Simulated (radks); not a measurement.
Values are calculated unless marked as measured or tabulated.
Species: the bromine ion Br23+. Configuration: [Ne] 3s2.

Code: a radial shooting solver on a logarithmic mesh with Libxc functionals. Model: Dirac Kohn-Sham, relativistic LDA (MacDonald-Vosko exchange, VWN5 correlation), spin-unpolarised, spherical densities, finite nucleus; Fermi nuclear charge, rms radius 4.1629 fm.

Energy parts (hartree):
| part | energy |
|---|---|
| total | -2264.04697 |
| kinetic | 2324.05826 |
| electron-nucleus | -4925.20768 |
| Hartree | 391.32649 |
| exchange-correlation | -54.22404 |

Orbitals (lengths in bohr, moments of r in powers of bohr; <r^-3> diverges for s and p1/2):
[
 {"orbital": "1s1/2", "occ.": "2", "eigenvalue (hartree)": "-525.5743", "<r^-3>": "-", "<r^2>": "0.002474"},
 {"orbital": "2s1/2", "occ.": "2", "eigenvalue (hartree)": "-100.3216", "<r^-3>": "-", "<r^2>": "0.04106"},
 {"orbital": "2p1/2", "occ.": "2", "eigenvalue (hartree)": "-94.55590", "<r^-3>": "-", "<r^2>": "0.03127"},
 {"orbital": "2p3/2", "occ.": "4", "eigenvalue (hartree)": "-92.76274", "<r^-3>": "1335", "<r^2>": "0.03260"},
 {"orbital": "3s1/2", "occ.": "2", "eigenvalue (hartree)": "-38.49368", "<r^-3>": "-", "<r^2>": "0.2430"}
]

The highest occupied level is 3s1/2 at -1047.5 eV. The electron density at the nucleus is 4.434e+04 e/bohr^3. The density falls to 0.001 e/bohr^3 at r = 1.12 bohr.
